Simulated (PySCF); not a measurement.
Se: excitation energy

Se [Ar] 3d10 4s2 4p4 (3P) → Se [Ar] 3d10 4s1 4p4 4d1 (high-spin determinant), as a difference of total energies. All numbers are calculated (PySCF 2.14, a scalar-relativistic core potential, in aug-cc-pVDZ-PP with ECP10MDF (5s4p3d, 32 functions)). Correlated levels: valence: 3s2 3p6 3d10 frozen. The calculations carry no spin-orbit coupling.

| method | excitation energy (cm⁻¹) |
| --- | --- |
| UHF | 154870 |
| LDA | 164480 |
| PBE | 160710 |
| PBE0 | 160990 |
| r2SCAN | 160650 |
| PBEsol | 160730 |
| CAM-B3LYP | 166250 |
| M06-2X | 160330 |
| wB97X-V | 165770 |
| MP2 (valence) | 158350 |
| SCS-MP2 (valence) | 158350 |

The upper state lies above the first ionisation limit, where it may autoionise and the basis confines it.

The promoted electron is Rydberg-like, and one or two diffuse shells describe it only roughly, which tends to raise the upper state.

In the upper state the promoted electron has a positive orbital energy at LDA, PBE, PBE0, r2SCAN, PBEsol, CAM-B3LYP, M06-2X, so the basis confines it.

The determinant of the upper state mixes LS terms, which raises its energy above the lowest term, most at the Hartree-Fock and MP2 levels.
